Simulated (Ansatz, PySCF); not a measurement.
Gas-phase reaction (SMILES): c1ccccc1 [benzene] + 6 C (CH4) -> 3 C=C (C2H4) + 3 CC (C2H6) [ethane]; bond separation energy.

Structures are relaxed separately at B3LYP-D3(BJ)/def2-TZVP in Ansatz (an electronic-structure program). Valence correlation only, unless marked. No spin-orbit coupling. No relativistic terms. CBS marks a two-point X^-3 extrapolation of the correlation energy; Hartree-Fock from the larger set. The bracket is a focal-point correction in the basis named. Unstable Hartree-Fock reference: c1ccccc1. Thermal terms are rigid-rotor harmonic-oscillator values from B3LYP-D3(BJ) frequencies (PySCF) at 298.15 K and 1 atm. 1 Eh = 627.5095 kcal/mol.

| species | E, RI-MP2/CBS(cc-pVTZ,cc-pVQZ)+[CCSD(T)-MP2]/cc-pVTZ (Ansatz) (Eh) | E, wB97M-V/def2-TZVPD (Ansatz) (Eh) | H - E (Eh) | G - E (Eh) |
|---|---|---|---|---|
| c1ccccc1 | -231.92167 | -232.22681 | 0.10557 | 0.07511 |
| C (CH4) | -40.46125 | -40.49098 | 0.04840 | 0.02728 |
| C=C (C2H4) | -78.47961 | -78.56640 | 0.05494 | 0.03009 |
| CC (C2H6) | -79.71807 | -79.79204 | 0.07887 | 0.05302 |

### Question
Work out ΔE and ΔH, ΔG, ΔS and the equilibrium constant at 298.15 K at the first level, then ΔH at the second.

### Answer

1. ΔE = [3×(-78.47961) + 3×(-79.71807)] - [(-231.92167) + 6×(-40.46125)] = 0.09613 Eh = 60.3 kcal/mol at RI-MP2/CBS(cc-pVTZ,cc-pVQZ)+[CCSD(T)-MP2]/cc-pVTZ.
2. The terms H - E add up to 0.00546 Eh, so ΔH = (0.09613 + (0.00546))×627.5095 = 63.7 kcal/mol.
3. The terms G - E add up to 0.01054 Eh, so ΔG = 66.9 kcal/mol, and ΔS = (0.00546 - (0.01054))×627509.5/298.15 = -10.7 cal/(mol K).
4. log10 K = -ΔG/(RT ln 10) = -49.0, with RT ln 10 = 1.3642 kcal/mol.
5. At wB97M-V/def2-TZVPD the same steps give ΔE = 61.1 and ΔH = 64.5 kcal/mol, a shift of +0.8 from the first level.
6. Tabulated enthalpies of formation (c1ccccc1 19.9 kcal/mol, ATcT 1.112; C (CH4) -17.8 kcal/mol, ATcT 1.112; C=C (C2H4) 12.6 kcal/mol, ATcT 1.112; CC (C2H6) -20.0 kcal/mol, ATcT 1.112) give ΔH = 64.7, so the errors are -1.0 and -0.2 kcal/mol; the tables hold anharmonic motion, scalar relativity, which both levels lack, and core correlation, which the frozen-core level lacks.
